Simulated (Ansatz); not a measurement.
This geometry of BrH + Cl4HOTa (9 atoms, charge 0, multiplicity 1) is a first-order saddle point.

Theory: Ansatz 0.2.0, RHF/def2-SVP.

```xyz
9
Properties=species:S:1:pos:R:3
Ta -0.253 -0.194 0.220
Cl 2.290 0.499 -0.042
Cl 0.089 0.329 2.483
O -0.034 -0.830 -1.497
H 0.360 -1.278 -2.229
Cl -1.049 1.874 -0.360
Cl -2.196 -1.349 0.626
Br 1.459 -2.436 0.811
H 2.285 -1.019 0.406
```

**Question.** Which two structures does it join? (They come from a converged band through this point; their orientation in space is the band's.)

**Answer.** Bonds broken: Ta1–Cl2, Br8–H9. Bonds formed: Ta1–Br8, Cl2–H9. BrH + Cl4HOTa becomes BrCl3HOTa + ClH.

Image 0:

```xyz
9
Properties=species:S:1:pos:R:3
Ta -0.603 0.336 0.282
Cl 1.713 0.604 0.814
Cl -1.076 0.439 2.549
O -0.244 -1.301 -0.448
H 0.384 -1.980 -0.670
Cl -0.444 2.200 -1.086
Cl -2.897 0.178 -0.192
Br 2.864 -3.036 -0.740
H 3.254 -1.845 -0.091
```

Image 8:

```xyz
9
Properties=species:S:1:pos:R:3
Ta -0.860 -0.140 0.304
Cl 3.676 -1.166 -0.802
Cl -1.132 0.292 2.562
O 0.723 0.321 -0.473
H 1.625 0.138 -0.716
Cl -1.860 1.919 -0.212
Cl -2.437 -1.233 -0.992
Br 0.135 -2.430 0.923
H 3.080 -2.106 -0.177
```

**Question.** How far does it lie above each of them?

**Answer.** 1.12 eV above the first and 1.04 eV above the second. This is the barrier of this one path; another mechanism may lie lower. The orbitals stay closed-shell, which can raise the energy where a bond breaks towards radicals; this wasn't checked here.

The run took 9.2 min on 4 threads of Intel(R) Xeon(R) 6975P-C (Granite Rapids), with other jobs on the host, peak memory 0.63 GiB.
